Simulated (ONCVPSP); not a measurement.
# aluminium, ONCV: configuration errors across variants

```
Element                 : aluminium
Generator               : ONCVPSP 4.0.1
Type                    : optimised norm-conserving Vanderbilt (ONCV)
Functional              : PBE
Relativity              : scalar-relativistic
Frozen core             : [Ne]
Valence charge          : 3
Reference configuration : 3s2 3p1
Partial waves           : 3s: rc 2.10 bohr, ncon 3, nbas 8, qcut 2.6 1/bohr, 2 projectors, debl 1.4 Ha; 3p: rc 1.75 bohr, ncon 4, nbas 8, qcut 4 1/bohr, 3 projectors, debl 1.1 Ha; d scattering state at 0.26 Ha: rc 1.75 bohr, ncon 4, nbas 8, qcut 6.5 1/bohr, 2 projectors, debl 2.9 Ha
Local potential         : polynomial inside 1.30 bohr (lpopt 5, dvloc0 0 Ha)
Core correction         : none
```

All-electron excitation energies from the reference (eV): (1) 3s2 3p0 5.761; (2) 3s1 3p0 24.987; (3) 3s2 3p0.5 2.086; (4) 3s0 3p3 10.451.

A true bound ghost makes a file unfit for plane-wave use even where its test errors are small: the radial tests pick states by their node count and pass the ghost by.

Errors AE − PS in meV (a dash: test not solved or not reliable):

```json
{"change": "base", "(1)": "-3.1", "(2)": "+7.2", "(3)": "-0.6", "(4)": "+27", "bound ghosts": "p", "GHOST(+) flags above zero": "s, p"}
{"change": "p: debl 0.2", "(1)": "-3.1", "(2)": "+7.2", "(3)": "-0.6", "(4)": "+27", "bound ghosts": "p", "GHOST(+) flags above zero": "s, p"}
{"change": "p: debl 0.3", "(1)": "-3.1", "(2)": "+7.2", "(3)": "-0.6", "(4)": "+27", "bound ghosts": "p", "GHOST(+) flags above zero": "s, p"}
{"change": "p: debl 0.45", "(1)": "-3.1", "(2)": "+7.2", "(3)": "-0.6", "(4)": "+27", "bound ghosts": "p", "GHOST(+) flags above zero": "s, p"}
{"change": "p: debl 0.75", "(1)": "-3.1", "(2)": "+7.2", "(3)": "-0.6", "(4)": "+27", "bound ghosts": "p", "GHOST(+) flags above zero": "s, p"}
{"change": "p: debl 2.1", "(1)": "-3.1", "(2)": "+7.2", "(3)": "-0.6", "(4)": "+25", "bound ghosts": "p", "GHOST(+) flags above zero": "s"}
{"change": "p: debl 5.25", "(1)": "-3.1", "(2)": "+7.2", "(3)": "-0.5", "(4)": "+30", "bound ghosts": "none", "GHOST(+) flags above zero": "s"}
```

(1) Give the same row for: p: debl 3.15.

Results:

(1) -3.1, +7.2, -0.6, +30; bound ghosts: p; GHOST(+) flags above zero: s, p.
